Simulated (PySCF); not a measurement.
**Working out the excitation energy of Al²⁺**

Al²⁺ [Ne] 3s1 (2S) → Al²⁺ [Ne] 3p1 (2P). All numbers are calculated (PySCF 2.14, scalar relativity by spin-free X2C-1e, in x2c-TZVPPall (5s5p3d1f, 42 functions)). Frozen: 1s2. Energies in hartree (1 hartree = 27.21139 eV):

```
            part  Al²⁺ (lower)  Al²⁺ (upper)
             UHF   -241.459468   -241.217412
CCSD correlation     -0.148105     -0.144252
             (T)     -0.001115     -0.001041
```

Question: What does Hartree-Fock give?

Answer: (-241.217412) − (-241.459468) = 0.242056 hartree = 6.587 eV.

Question: What do CCSD and CCSD(T) give?

Answer: The CCSD correlation energies differ by 0.003853 hartree = 0.105 eV and the triples by 0.000074 hartree = 0.002 eV, so CCSD gives 6.692 eV and CCSD(T) 6.694 eV.
